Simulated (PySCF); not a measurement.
A structure optimised at PBE-D3(BJ)/def2-TZVPD, used in a PySCF frequency run:

```xyz
5

O      0.0000     0.0000     0.0000
H     -0.6089     0.6089    -0.6089
H      0.6089     0.6089     0.6089
H      0.6089    -0.6089    -0.6089
H     -0.6089    -0.6089     0.6089
```
Charge +2, spin multiplicity 1.

### Question
Write its SMILES, formula and point group.

### Answer
[OH4+2], H₄O, Td

### Question
What are its rotational constants (standard atomic weights)?

### Answer
169.06, 169.06, 169.06 GHz
